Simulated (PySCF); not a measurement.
**UHF on Er (erbium, neutral)**

Configuration: [Xe] 4f12 6s2, one real determinant. Computed with PySCF 2.14 in cc-pVDZ-X2C, with scalar relativity by spin-free X2C-1e.

```
Total energy                                                  : -13081.120270 hartree
One-electron energy                                           : -17949.1086 hartree
Hartree (Coulomb) energy                                      : 5145.5375 hartree
Exchange energy                                               : -277.5492 hartree
⟨S²⟩                                                          : 2.0030
⟨L²⟩                                                          : 24.023
Sum of ⟨r⟩                                                    : 44.40 bohr
Sum of ⟨r²⟩                                                   : 79.80 bohr²
Traceless quadrupole moment −½Σ⟨3z² − r²⟩ along its main axis : 0.0707 e·bohr²
Langevin diamagnetic susceptibility                           : -63.2 ×10⁻⁶ cm³/mol
```

```json
{"shell": "1s α", "electrons": "1", "mean orbital energy (hartree)": "-2122.97947", "spread (hartree)": "0", "rms radius, mean of both spins (bohr)": "0.0231"}
{"shell": "1s β", "electrons": "1", "mean orbital energy (hartree)": "-2122.97877", "spread (hartree)": "0", "rms radius, mean of both spins (bohr)": "0.0231"}
{"shell": "2s α", "electrons": "1", "mean orbital energy (hartree)": "-361.34778", "spread (hartree)": "0", "rms radius, mean of both spins (bohr)": "0.0935"}
{"shell": "2s β", "electrons": "1", "mean orbital energy (hartree)": "-361.34475", "spread (hartree)": "0", "rms radius, mean of both spins (bohr)": "0.0935"}
{"shell": "2p α", "electrons": "3", "mean orbital energy (hartree)": "-320.08361", "spread (hartree)": "0.00992", "rms radius, mean of both spins (bohr)": "0.0844"}
{"shell": "2p β", "electrons": "3", "mean orbital energy (hartree)": "-320.08088", "spread (hartree)": "0.00895", "rms radius, mean of both spins (bohr)": "0.0844"}
{"shell": "3s α", "electrons": "1", "mean orbital energy (hartree)": "-82.99179", "spread (hartree)": "0", "rms radius, mean of both spins (bohr)": "0.240"}
{"shell": "3s β", "electrons": "1", "mean orbital energy (hartree)": "-82.93404", "spread (hartree)": "0", "rms radius, mean of both spins (bohr)": "0.240"}
{"shell": "3p α", "electrons": "3", "mean orbital energy (hartree)": "-70.14368", "spread (hartree)": "0.05789", "rms radius, mean of both spins (bohr)": "0.241"}
{"shell": "3p β", "electrons": "3", "mean orbital energy (hartree)": "-70.07844", "spread (hartree)": "0.02904", "rms radius, mean of both spins (bohr)": "0.241"}
{"shell": "3d α", "electrons": "5", "mean orbital energy (hartree)": "-53.68410", "spread (hartree)": "0.05620", "rms radius, mean of both spins (bohr)": "0.221"}
{"shell": "3d β", "electrons": "5", "mean orbital energy (hartree)": "-53.61375", "spread (hartree)": "0.02857", "rms radius, mean of both spins (bohr)": "0.221"}
{"shell": "4s α", "electrons": "1", "mean orbital energy (hartree)": "-17.39586", "spread (hartree)": "0", "rms radius, mean of both spins (bohr)": "0.541"}
{"shell": "4s β", "electrons": "1", "mean orbital energy (hartree)": "-17.25381", "spread (hartree)": "0", "rms radius, mean of both spins (bohr)": "0.541"}
{"shell": "4p α", "electrons": "3", "mean orbital energy (hartree)": "-13.07075", "spread (hartree)": "0.09454", "rms radius, mean of both spins (bohr)": "0.575"}
{"shell": "4p β", "electrons": "3", "mean orbital energy (hartree)": "-12.91459", "spread (hartree)": "0.02329", "rms radius, mean of both spins (bohr)": "0.575"}
{"shell": "4d α", "electrons": "5", "mean orbital energy (hartree)": "-7.10994", "spread (hartree)": "0.10588", "rms radius, mean of both spins (bohr)": "0.632"}
{"shell": "4d β", "electrons": "5", "mean orbital energy (hartree)": "-6.90866", "spread (hartree)": "0.09548", "rms radius, mean of both spins (bohr)": "0.632"}
{"shell": "5s α", "electrons": "1", "mean orbital energy (hartree)": "-2.33585", "spread (hartree)": "0", "rms radius, mean of both spins (bohr)": "1.36"}
{"shell": "5s β", "electrons": "1", "mean orbital energy (hartree)": "-2.28843", "spread (hartree)": "0", "rms radius, mean of both spins (bohr)": "1.36"}
{"shell": "5p α", "electrons": "3", "mean orbital energy (hartree)": "-1.22348", "spread (hartree)": "0.03895", "rms radius, mean of both spins (bohr)": "1.62"}
{"shell": "5p β", "electrons": "3", "mean orbital energy (hartree)": "-1.18895", "spread (hartree)": "0.01876", "rms radius, mean of both spins (bohr)": "1.62"}
{"shell": "4f α", "electrons": "7", "mean orbital energy (hartree)": "-0.53527", "spread (hartree)": "0.10656", "rms radius, mean of both spins (bohr)": "0.911"}
{"shell": "4f β", "electrons": "5", "mean orbital energy (hartree)": "-0.44310", "spread (hartree)": "0.09298", "rms radius, mean of both spins (bohr)": "0.911"}
{"shell": "6s α", "electrons": "1", "mean orbital energy (hartree)": "-0.19270", "spread (hartree)": "0", "rms radius, mean of both spins (bohr)": "4.63"}
{"shell": "6s β", "electrons": "1", "mean orbital energy (hartree)": "-0.19087", "spread (hartree)": "0", "rms radius, mean of both spins (bohr)": "4.63"}
```

⟨L²⟩ = 24.02 against 30 for a pure H term, so this real determinant mixes terms. Spin-orbit coupling, absent here, splits the open shell strongly.

Densities and radii are taken from the X2C orbitals without a picture-change correction, which distorts them close to the nucleus.

Spin-orbit constants ζ (cm⁻¹) from the X2C one-electron operator on these orbitals: bare nucleus, nucleus screened by l(l+1)(2l+1)/3 electrons, and screened by the Breit-Pauli mean field of the electrons.

```csv
shell,bare,screened nucleus,mean field
2p,4707000,4568000,n/a
3p,998500,969200,n/a
3d,156400,133400,n/a
4p,219800,213400,n/a
4d,29080,24810,n/a
4f,4298,2528,n/a
5p,25810,25050,n/a
```

To first order the Landé constant is A = -1264 cm⁻¹, so the lowest level has J = 6 and lies 0.784 eV below the centre of the term. This holds in LS coupling only.
